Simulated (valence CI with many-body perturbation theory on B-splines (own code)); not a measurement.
**Level structure of F²⁺**

Computed by relativistic CI+MBPT: five valence electrons over a frozen Dirac-Fock core [He], a basis of 9 s, 9 p, 8 d, 6 f, 3 g, 1 h functions for each j, with the one-electron correlation potential Σ1 (screened to all orders), the two-electron term Σ2, the three-electron term Σ3, Breit, model QED; selected single and double excitations, second order for the rest, scaled by the run's own slope (own B-spline code, finite nucleus).

Against 49 measured levels this calculation errs by 116 cm⁻¹ on average and by 421 at most. These come from a selection out of Moore, Atomic Energy Levels, vol. I, NSRDS-NBS 35 (1971 reprint of NBS Circular 467, 1949), an old analysis. Levels without a partner in it may be off by more. Among the levels kept, up to 1600 cm⁻¹ of a level comes from second order outside the variational space, and about a tenth of that is noise between levels of different J, which matters for small intervals.

Levels 1 to 45 of 61, with energies above the lowest level, 2s2 2p3 4S°_3/2. "Leading %" is the weight of the configuration and term that name the level; weights of strongly mixed levels are sums over their largest components and can fall short. In the jj column 3d3/2^4 stands for four electrons in 3d with j = 3/2. Lifetimes count E1, E2, E3, M1 and M2 decay at the calculated energies, and are blank where another channel may lead or the interval is too uncertain; long ones can be off by a factor of two.

```
No.  Configuration  Term    J  E (eV)  Leading %                     Leading jj  Lifetime      g
  1        2s2 2p3   4S°  3/2   0.000         98      2s^2 2p1/2 2p3/2^2 (54 %)            2.002
  2        2s2 2p3   2D°  5/2   4.253         98      2s^2 2p1/2 2p3/2^2 (98 %)    5290 s  1.200
  3        2s2 2p3   2D°  3/2   4.257         98      2s^2 2p1/2 2p3/2^2 (44 %)     900 s  0.800
  4        2s2 2p3   2P°  1/2   6.427         96      2s^2 2p1/2 2p3/2^2 (96 %)    2.58 s  0.666
  5        2s2 2p3   2P°  3/2   6.427         96            2s^2 2p3/2^3 (50 %)    1.52 s  1.334
  6         2s 2p4    4P  5/2  18.840         97      2s 2p1/2^2 2p3/2^2 (65 %)    774 ps  1.601
  7         2s 2p4    4P  3/2  18.882         97        2s 2p1/2 2p3/2^3 (86 %)    768 ps  1.735
  8         2s 2p4    4P  1/2  18.903         97              2s 2p3/2^4 (43 %)    766 ps  2.670
  9         2s 2p4    2D  5/2  26.100         96        2s 2p1/2 2p3/2^3 (64 %)    289 ps  1.200
 10         2s 2p4    2D  3/2  26.102         96        2s 2p1/2 2p3/2^3 (64 %)    288 ps  0.799
 11         2s 2p4    2S  1/2  30.832         96      2s 2p1/2^2 2p3/2^2 (64 %)    136 ps  2.002
 12         2s 2p4    2P  3/2  33.094         94      2s 2p1/2^2 2p3/2^2 (52 %)   58.1 ps  1.334
 13         2s 2p4    2P  1/2  33.141         94        2s 2p1/2 2p3/2^3 (62 %)   58.1 ps  0.666
 14     2s2 2p2 3s    4P  1/2  39.246         94         2s^2 2p1/2^2 3s (43 %)    336 ps  2.670
 15     2s2 2p2 3s    4P  3/2  39.274         94     2s^2 2p1/2 2p3/2 3s (85 %)    336 ps  1.735
 16     2s2 2p2 3s    4P  5/2  39.314         94         2s^2 2p3/2^2 3s (62 %)    336 ps  1.601
 17     2s2 2p2 3s    2P  1/2  40.220         93     2s^2 2p1/2 2p3/2 3s (63 %)    135 ps  0.666
 18     2s2 2p2 3s    2P  3/2  40.269         93         2s^2 2p3/2^2 3s (51 %)    135 ps  1.334
 19     2s2 2p2 3s    2D  5/2  42.658         94     2s^2 2p1/2 2p3/2 3s (62 %)    193 ps  1.200
 20     2s2 2p2 3s    2D  3/2  42.659         94     2s^2 2p1/2 2p3/2 3s (62 %)    193 ps  0.799
 21     2s2 2p2 3p   2S°  1/2  42.686         94      2s^2 2p3/2^2 3p3/2 (33 %)   24.3 ns  2.002
 22     2s2 2p2 3p   4D°  1/2  43.216         94      2s^2 2p1/2^2 3p1/2 (37 %)   6.14 ns  0.000
 23     2s2 2p2 3p   4D°  3/2  43.231         94  2s^2 2p1/2 2p3/2 3p1/2 (56 %)   6.13 ns  1.202
 24     2s2 2p2 3p   4D°  5/2  43.255         94  2s^2 2p1/2 2p3/2 3p3/2 (60 %)   6.12 ns  1.373
 25     2s2 2p2 3p   4D°  7/2  43.286         94      2s^2 2p3/2^2 3p3/2 (62 %)   6.09 ns  1.429
 26     2s2 2p2 3p   4P°  1/2  43.529         94  2s^2 2p1/2 2p3/2 3p1/2 (48 %)   2.88 ns  2.668
 27     2s2 2p2 3p   4P°  3/2  43.542         94      2s^2 2p3/2^2 3p1/2 (27 %)   2.87 ns  1.733
 28     2s2 2p2 3p   4P°  5/2  43.565         94  2s^2 2p1/2 2p3/2 3p3/2 (40 %)   2.86 ns  1.600
 29     2s2 2p2 3p   2D°  3/2  44.126         94  2s^2 2p1/2 2p3/2 3p3/2 (51 %)   5.85 ns  0.800
 30     2s2 2p2 3p   2D°  5/2  44.175         94      2s^2 2p3/2^2 3p3/2 (43 %)   5.82 ns  1.201
 31     2s2 2p2 3p   4S°  3/2  44.299         90  2s^2 2p1/2 2p3/2 3p3/2 (32 %)   1.40 ns  2.002
 32     2s2 2p2 3p   2P°  1/2  44.669         94  2s^2 2p1/2 2p3/2 3p3/2 (41 %)   3.04 ns  0.666
 33     2s2 2p2 3p   2P°  3/2  44.680         94  2s^2 2p1/2 2p3/2 3p3/2 (34 %)   3.04 ns  1.334
 34     2s2 2p2 3s    2S  1/2  46.227         90         2s^2 2p3/2^2 3s (61 %)    207 ps  2.002
 35     2s2 2p2 3p   2F°  5/2  46.728         95  2s^2 2p1/2 2p3/2 3p1/2 (48 %)   4.28 ns  0.857
 36     2s2 2p2 3p   2F°  7/2  46.735         95  2s^2 2p1/2 2p3/2 3p3/2 (63 %)   4.25 ns  1.143
 37     2s2 2p2 3p   2D°  5/2  47.150         92  2s^2 2p1/2 2p3/2 3p3/2 (59 %)   2.74 ns  1.200
 38     2s2 2p2 3p   2D°  3/2  47.157         92  2s^2 2p1/2 2p3/2 3p1/2 (27 %)   2.73 ns  0.800
 39     2s2 2p2 3p   2P°  1/2  47.664         92  2s^2 2p1/2 2p3/2 3p3/2 (74 %)   1.42 ns  0.665
 40     2s2 2p2 3p   2P°  3/2  47.681         92  2s^2 2p1/2 2p3/2 3p1/2 (35 %)   1.40 ns  1.333
 41     2s2 2p2 3d    4F  3/2  48.010         94  2s^2 2p1/2 2p3/2 3d3/2 (38 %)   2.65 ns  0.400
 42     2s2 2p2 3d    4F  5/2  48.024         94  2s^2 2p1/2 2p3/2 3d3/2 (53 %)   2.61 ns  1.030
 43     2s2 2p2 3d    4F  7/2  48.041         94  2s^2 2p1/2 2p3/2 3d5/2 (56 %)   2.61 ns  1.239
 44     2s2 2p2 3d    4F  9/2  48.065         94      2s^2 2p3/2^2 3d5/2 (62 %)   2.69 ns  1.334
 45     2s2 2p2 3d    2P  3/2  48.288         89  2s^2 2p1/2 2p3/2 3d3/2 (36 %)   91.8 ps  1.329
```

The ionisation energy to 2s2 2p2 3P_0 of the next ion comes out as 62.683 eV (NIST: 62.708 eV (semi-empirical)). All 61 levels together are meant to be complete up to 50.306 eV.
